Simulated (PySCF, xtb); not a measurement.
C₃H₆NO, SMILES O=C(C)[N]C (connectivity only; charge and spin as stated), charge -1, multiplicity 1.

GFN2-xTB (xtb) at its own geometry gives an orbital gap of 4.91 eV.

Coordinates come from a B3LYP-D3(BJ)/def2-SVPD optimisation. The multiplicity is an assumed one; no other spin state was optimised. The isomer is the one that the SMILES or the coordinates give; other isomers of the formula were not compared.

What does r2SCAN/def2-SVPD run with PySCF give? (An estimate is asked for; the answer gives what the named calculation found.)

gap 4.13 eV (levels 0.41 and 4.54 eV).
